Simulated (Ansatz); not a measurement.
Calculated with Ansatz (gas phase, PBE0-D4/def2-TZVP geometries, no zero-point term in ΔE). CCSD(T)/CBS adds triple-zeta CCSD(T) − MP2 to the extrapolated MP2 energy (def2 sets, frozen cores). This one scheme is used for every species. DFT in def2-TZVPP. No spin–orbit coupling; open shells (•) take unrestricted orbitals. One conformer a species, not always the lowest.

Consider the homolysis of the B–C bond: `NB(Cl)CO` → `N[B]Cl`• + `[CH2]O`•.

CCSD(T)/CBS gives +4.44 eV.

Task: Another level gave +4.13 eV. Which?
A. ωB97M-V/def2-TZVPP
B. r2SCAN/def2-TZVPP
C. PBE/def2-TZVPP
D. PBE-D4/def2-TZVPP

Result: C. PBE 4.13, PBE-D4 4.21, ωB97M-V 4.48, r2SCAN 4.03 eV.

Largest T1 diagnostic among the species: 0.016.

From PBE to PBE0 (25 % exact exchange), in def2-TZVPP and without D4, ΔE moves by +0.05 eV. The D4 term adds +0.13 eV with B3LYP and +0.07 eV with PBE0; it sums over pairs of atoms, weighted by their polarisabilities, and B3LYP, whose exchange is more repulsive, gets the larger term. In def2-TZVPP, CCSD(T) changes the Hartree–Fock value by +1.11 eV (the triples alone add +0.08 eV) and MP2 by +1.25 eV; breaking electron pairs costs correlation energy, which Hartree–Fock lacks.

B3LYP here is the variant with VWN-RPA as its local correlation; programs differ in this.
